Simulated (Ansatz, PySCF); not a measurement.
This Ansatz (a first-principles code) input computes a CAM-B3LYP/def2-TZVPD energy:

Ansatz 0.2 input:
```yaml
crystal:
  periodic: [false, false, false]
  atoms:
    - {symbol: Se, position_ang: [-0.00497822, -0.00918719, 0.17570820]}
    - {symbol: Cl, position_ang: [1.57845378, 1.84451912, -0.03516462]}
    - {symbol: Cl, position_ang: [-1.56849733, -1.82614473, -0.31625177]}
basis:
  gaussian:
    orbitals: def2-TZVPD
hamiltonian:
  xc: {name: CAM-B3LYP}
total_charge: -1
magnetization: {spin_polarized: true, initial_magnetization: 1}
output: {forces: true}
```

**Question.** Write an input for the same energy in PySCF and say what it gives.

**Answer.** 
```python
from pyscf import gto, scf, dft

mol = gto.M(
    atom='''
    Se   -0.00497822   -0.00918719    0.17570820
    Cl    1.57845378    1.84451912   -0.03516462
    Cl   -1.56849733   -1.82614473   -0.31625177
    ''',
    basis='def2-tzvpd',
    charge=-1,
    spin=1,
    verbose=4,
)

mf = dft.UKS(mol, xc='camb3lyp').density_fit(auxbasis='def2-universal-jkfit')
mf.grids.level = 3
mf.conv_tol = 1e-9
mf.max_cycle = 100
mf.max_memory = 1500
mf.kernel()
if not mf.converged:
    mf = mf.newton()
    mf.kernel(mf.make_rdm1())
for _ in range(2):
    mo, _, stable, _ = mf.stability(return_status=True)
    if stable:
        break
    mf.kernel(mf.make_rdm1(mo, mf.mo_occ))
mf.analyze()
```
It gives -3322.23025 Eh, and Ansatz -3322.23017 Eh, a difference of 0.08 mEh, from the treatment of integrals and grids.
